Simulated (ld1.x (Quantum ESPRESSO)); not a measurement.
Ranking TM potentials for magnesium (Mg)

All share these settings but for the change named:

```
Element                 : magnesium (Mg)
Generator               : ld1.x (Quantum ESPRESSO) 7.5
Type                    : norm-conserving Troullier–Martins (Kleinman–Bylander form)
Functional              : PBE
Relativity              : scalar-relativistic
Frozen core             : [Ne]
Valence charge          : 2
Reference configuration : 3s2 3p0
Partial waves           : 3s (bound): rc 1.75 bohr; 3d channel at 0.1 Ry: rc 2.90 bohr; 3p (bound, empty): rc 3.40 bohr
Local potential         : the p channel
Core correction         : Bessel-smoothed model core inside 1.15 bohr
```

Cutoff: the first of the cutoffs (Ry, on a coarse ladder) from which the occupation-weighted sum of valence levels, in a spherical-Bessel basis at the reference potential, stays within 10 and 1 mRy of its value at 400 Ry; the density cutoff is not measured.

The base gives 8 Ry.

Of 10 variants that were run, those that failed, showed a ghost or another fault, or gave nearly equal values are left out.

A variant can come out equal or close to the base.

Problem. Rank these variants from softest to hardest (loose cutoff).
A. wave 3s (bound): rc 1.75 bohr becomes 3s (bound): rc 2.14 bohr
B. wave 3s (bound): rc 1.75 bohr becomes 3s (bound): rc 2.58 bohr
C. wave 3s (bound): rc 1.75 bohr becomes 3s (bound): rc 1.66 bohr

Solution. B (6 Ry), A (8 Ry), C (18 Ry).
